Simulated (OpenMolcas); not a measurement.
# O2+: the spin-orbit constant, worked from levels

```yaml
Program: OpenMolcas 26.06
Basis: ANO-L-VTZP [4s3p2d1f]
Scalar_Hamiltonian: non-relativistic, point nucleus
Active_space: 4 electrons in 4 orbitals (2s 2p)
State_averaging: 2S+1 = 3 even, 6 roots; 2S+1 = 1 even, 11 roots; 2S+1 = 5 odd, 1 root; 2S+1 = 3 odd, 9 roots; 2S+1 = 1 odd, 8 roots
Spin-orbit_coupling: RASSI with atomic mean-field integrals over the reference wave functions, term energies averaged over their components
```

Methods: CASSCF; MS-CASPT2, IPEA 0.25 Eh, imaginary shift 0.1 Eh (closed shells correlated: 1s).

**The spin-orbit constant.** For the Hund term 3P of p2, E(J) = (A/2) J(J+1) + constant and ζ = 2S·A = 2A. From J = 0 to J = 2 the energy changes by 3 A.

```json
{"Source": "CASSCF", "E(2) - E(0)": "309.6", "A": "103.2", "ζ": "206"}
{"Source": "MS-CASPT2", "E(2) - E(0)": "310.5", "A": "103.5", "ζ": "207"}
```

All in cm-1. Both methods take the spin-orbit matrix elements from the reference wave functions, so the second can move ζ only through the term energies and any multistate remixing. Second-order mixing with other terms is absorbed into this ζ.

Only configurations of the active space appear.
